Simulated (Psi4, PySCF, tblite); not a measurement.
Intermolecular potential of C2H6Cl2Si ··· C2H4 (SMILES C[Si](C)(Cl)Cl and C=C), singlet. Monomers: optimised at B3LYP-D3(BJ) (def2-TZVP), held rigid. Orientation: lowest of the rigid-body minima from ten starts at GFN2-xTB. R is the distance of the centres of mass, along which the second monomer moves.

- GFN2-xTB (tblite)
- RKS-B3LYP/6-311+G** = restricted B3LYP/6-311+G**, spherical d, no counterpoise correction (PySCF)
- RKS-M06-2X/6-31G* = restricted M06-2X/6-31G*, spherical d, no counterpoise correction run with PySCF
- SAPT0/jun-cc-pVDZ, frozen core (Psi4)

Interaction energies in kJ/mol; the last columns give the difference from SAPT0:

```csv
R / Å,GFN2-xTB,RKS-B3LYP/6-311+G**,RKS-M06-2X/6-31G*,SAPT0/jun-cc-pVDZ,GFN2-xTB − SAPT0/jun-cc-pVDZ,RKS-B3LYP/6-311+G** − SAPT0/jun-cc-pVDZ,RKS-M06-2X/6-31G* − SAPT0/jun-cc-pVDZ
3.87,-5.25,16.52,-10.01,4.41,-9.67,12.11,-14.42
4.06,-8.85,7.53,-14.35,-2.57,-6.27,10.11,-11.78
4.29,-9.89,1.95,-15.00,-6.32,-3.57,8.27,-8.68
4.45,-9.57,0.03,-14.02,-7.20,-2.37,7.23,-6.82
4.67,-8.56,-1.20,-12.00,-7.22,-1.34,6.02,-4.79
4.96,-6.93,-1.65,-9.28,-6.31,-0.62,4.66,-2.98
5.30,-5.16,-1.61,-6.59,-4.94,-0.21,3.33,-1.64
5.77,-3.30,-1.38,-3.70,-3.35,0.05,1.97,-0.35
6.49,-1.64,-1.01,-1.24,-1.83,0.19,0.83,0.60
7.47,-0.68,-0.62,-0.47,-0.88,0.20,0.26,0.41
8.75,-0.25,-0.28,-0.24,-0.40,0.15,0.11,0.16
```

GFN2-xTB is furthest from SAPT0/jun-cc-pVDZ at 3.87 (-9.67 kJ/mol, below); its mean absolute difference over the points is 2.24 kJ/mol.

RKS-B3LYP/6-311+G** is furthest from SAPT0/jun-cc-pVDZ at 3.87 (12.11 kJ/mol, above); its mean absolute difference over the points is 4.99 kJ/mol.

RKS-M06-2X/6-31G* is furthest from SAPT0/jun-cc-pVDZ at 3.87 (-14.42 kJ/mol, below); its mean absolute difference over the points is 4.78 kJ/mol.
